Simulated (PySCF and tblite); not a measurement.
Values are calculated unless marked as measured or tabulated.
Stationary points of CH$_{9}$BO$_{2}$Si$_{2}$ at GFN2-xTB, in Å:

Structure A

```
 1 O     1.688   -2.008   -0.384
 2 B     1.237   -0.770   -0.067
 3 O     2.190    0.088    0.370
 4 C    -0.295   -0.347   -0.188
 5 Si   -0.509    1.100   -1.405
 6 Si   -1.020    0.023    1.532
 7 H     1.033   -2.632   -0.692
 8 H     1.889    0.965    0.598
 9 H    -0.876   -1.182   -0.595
10 H    -1.933    1.418   -1.544
11 H     0.029    0.736   -2.720
12 H     0.200    2.291   -0.917
13 H    -0.318    1.152    2.154
14 H    -2.442    0.357    1.402
15 H    -0.887   -1.155    2.397
```

Structure B

```
 1 O     1.762   -1.817   -0.375
 2 B     1.177   -0.626   -0.050
 3 O     1.992    0.350    0.417
 4 C    -0.362   -0.315   -0.179
 5 Si   -0.630    1.134   -1.383
 6 Si   -1.094    0.040    1.541
 7 H     1.184   -2.503   -0.704
 8 H     2.914    0.092    0.471
 9 H    -0.894   -1.181   -0.587
10 H    -2.074    1.336   -1.558
11 H    -0.058    0.795   -2.695
12 H    -0.013    2.364   -0.892
13 H    -0.468    1.204    2.163
14 H    -2.538    0.266    1.402
15 H    -0.902   -1.134    2.407
```

Structure C

```
 1 O     1.688   -1.953   -0.302
 2 B     1.192   -0.731    0.000
 3 O     2.068    0.159    0.575
 4 C    -0.336   -0.348   -0.180
 5 Si   -0.540    1.133   -1.351
 6 Si   -1.083   -0.010    1.540
 7 H     1.069   -2.616   -0.604
 8 H     2.509    0.799    0.029
 9 H    -0.893   -1.185   -0.616
10 H    -1.962    1.445   -1.522
11 H     0.025    0.797   -2.668
12 H     0.163    2.314   -0.842
13 H    -0.430    1.123    2.192
14 H    -2.513    0.282    1.372
15 H    -0.957   -1.210    2.378
```

The path came from a restrained scan, a climbing-image band and a saddle search at GFN2-xTB; energies are PBE0/pcSseg-1 + D3(BJ)//GFN2-xTB, thermal terms GFN2-xTB.

Which structure is a saddle point, and along which motion?

C: one imaginary mode (596i cm⁻¹ at GFN2-xTB, mostly on H8, O3), along the rotation about the B2–O3 bond (torsion O1–B2–O3–H from 0° to 180°, rising).

Give their symmetry and energies above the lowest.

A C1, 2.7 kcal/mol; B Cs, 0.0 kcal/mol; C C1, 11.1 kcal/mol.
